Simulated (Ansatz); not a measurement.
One change: `OC#CCO` becomes `OC#C[SeH]`.

Ansatz, PBE0-D4/def2-TZVP geometries, multiplicity 1. Each molecule was computed in one conformer, which needn't be the lowest.

Scalar relativity is left out up to krypton.

```tsv
property	`OC#CCO`
LUMO energy (PBE0/def2-TZVPP) / eV	0.37
HOMO–LUMO gap (B3LYP/def2-TZVPP) / eV	6.93
zero-point energy (PBE0-D4/def2-TZVP) / kJ/mol	174.8
HOMO–LUMO gap (PBE/def2-TZVPP) / eV	5.30
HOMO energy (PBE0/def2-TZVPP) / eV	-7.21
HOMO energy (PBE/def2-TZVPP) / eV	-5.87
```

Problem. What does the change do to each property? (An estimate is asked.)

Solution. Computed: 
```
                                      property  `OC#C[SeH]`  shift
            LUMO energy (PBE0/def2-TZVPP) / eV         0.00  -0.37
         HOMO–LUMO gap (B3LYP/def2-TZVPP) / eV         5.92  -1.01
zero-point energy (PBE0-D4/def2-TZVP) / kJ/mol         82.7  -92.1
           HOMO–LUMO gap (PBE/def2-TZVPP) / eV         4.39  -0.91
            HOMO energy (PBE0/def2-TZVPP) / eV        -6.43   0.78
             HOMO energy (PBE/def2-TZVPP) / eV        -5.29   0.58
```

With PBE0 the HOMO rises by 0.78 eV and the LUMO falls by 0.37 eV, so the gap narrows by about 1.15 eV. PBE moves the HOMO by 0.58 eV and ωB97M-V by 0.94 eV. The zero-point energy changes by -92.1 kJ/mol with -9 modes.

B3LYP here is the variant with VWN-RPA as its local correlation; programs differ in this.

Spin–orbit coupling is left out; it splits and shifts lone-pair levels of the heavy atoms by tenths of an eV.
